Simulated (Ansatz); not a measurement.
Reaction (redistribution): `[CH3][InH][Br]` + `N#[C][Al]([Cl])[Cl]` → `[CH3][InH][C]#N` + `[Cl][Al]([Cl])[Br]`

Isolated molecules relaxed with PBE0-D4/def2-TZVP in Ansatz; ΔE leaves out vibrations. CCSD(T)/CBS is the MP2 limit (def2-TZVPP, def2-QZVPP) plus CCSD(T) − MP2 in def2-TZVPP, frozen cores. DFT in def2-TZVPP. Elements past krypton have def2 core potentials. For Br, In outer-core shells are correlated without core-valence functions, which leaves a few kJ/mol of doubt a bond. Scalar relativity is left out up to krypton.

```json
{"level": "ωB97M-V", "ΔE (kJ/mol)": "2.7"}
{"level": "PBE-QIDH", "ΔE (kJ/mol)": "2.6"}
{"level": "r2SCAN", "ΔE (kJ/mol)": "8.5"}
{"level": "PBE0", "ΔE (kJ/mol)": "6.1"}
{"level": "LC-ωPBE", "ΔE (kJ/mol)": "-0.7"}
{"level": "CCSD(T)/def2-TZVPP", "ΔE (kJ/mol)": "0.8"}
{"level": "HF/def2-QZVPP", "ΔE (kJ/mol)": "7.9"}
{"level": "MP2/def2-QZVPP", "ΔE (kJ/mol)": "2.1"}
```

Question: What does CCSD(T)/CBS give? (Best estimate.)

Answer: The calculation gave: +3.9 kJ/mol. The listed levels differ from it by -1.2, -1.3, 4.6, 2.2, -4.6, -3.1, 4.0, -1.8 kJ/mol.

Largest T1 diagnostic among the species: 0.014.

From BLYP to BHLYP (50 % exact exchange), in def2-TZVPP and without D4, ΔE moves by −5.2 kJ/mol. In def2-TZVPP, CCSD(T) changes the Hartree–Fock value by −7.4 kJ/mol (the triples alone add −0.5 kJ/mol) and MP2 by −7.7 kJ/mol.
